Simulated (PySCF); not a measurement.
VO2Cl, SMILES [Cl][V](=[O])=[O], multiplicity 1.

Geometry: PBE0-D3(BJ)/def2-SVP. The spin state was assumed, not searched.

All values below come from HF/def2-TZVPD in PySCF.

The molecule is in vacuum.

### Question
Estimate the frontier levels, gap, dipole moment and polarisability. (Estimate from the structure and the level; the computed values follow.)

### Answer

- highest occupied level = -12.89 eV
- lowest empty level = -1.06 eV
- orbital gap = 11.83 eV
- dipole moment = 3.32 D
- quadrupole, principal values (traceless, Buckingham form, about the centre of nuclear charge) = -6.78, -4.96, 11.74 D·Å
- mean static polarisability = 46.0 bohr³ (6.82 Å³)
- polarisability, principal values = 32.5, 50.4, 55.0 bohr³
